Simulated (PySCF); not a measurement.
# One molecule, a ladder of functionals, a line

Molecule: `InChI=1S/CH7ClSi2/c2-1(3)4/h1H,3-4H3`.

Numbering as in the mapped SMILES `[SiH3:1][CH:2]([SiH3:3])[Cl:4]`. Each H is labelled by its parent atom.

GIAO shieldings (ppm, equivalent atoms averaged) in PySCF on the PBE0-D3(BJ)/def2-SVP geometry, basis pcSseg-2, gas phase, non-relativistic:

```tsv
functional	exact exchange (%)	σ(Si1/Si3)	σ(C2)	σ(Cl4)
BLYP	0	375.1	145.4	804.4
BP86	0	385.0	151.4	815.0
PBE	0	386.7	152.0	813.7
PBE0	25	400.5	159.7	857.0
mPW1PW91	25	399.0	158.8	857.2
BHandHLYP	50	403.5	160.1	885.5
HF	100	435.5	172.1	951.5
```

(1) Fit each shielding as a line in the percentage of exact exchange.

(2) What does the line predict for B3LYP (20 %), and what does the run give?

Answers

(1) σ(Si1/Si3) = 383.2 + 0.51 x (rms 4.5 ppm); σ(C2) = 150.8 + 0.22 x (rms 2.7 ppm); σ(Cl4) = 814.7 + 1.41 x (rms 5.7 ppm). The functionals also differ in their semilocal parts, which the line can't hold; Hartree–Fock has no correlation at all.

(2) σ(Si1/Si3): 393.4 predicted, 386.5 computed; σ(C2): 155.2 predicted, 152.2 computed; σ(Cl4): 842.9 predicted, 840.7 computed ppm.
